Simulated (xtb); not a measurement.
Here is a job for xtb.
```
$ xtb mol.xyz --gfn 2 --chrg 1 --uhf 1 --etemp 10000 --json

# file mol.xyz
3

Si    -0.00145387     0.07386784     0.00432301
H     -1.33576333    -0.54636664     0.01759822
H      1.35611754    -0.48778307    -0.07812031
```

**Question.** Predict the total energy (a free energy at this electronic temperature) from GFN2-xTB (xtb 6.7.1).

**Answer.** -2.2549 Eh

**Question.** Predict the partial charges in atom order from GFN2-xTB.

**Answer.** Si1 0.60, H2 0.20, H3 0.20
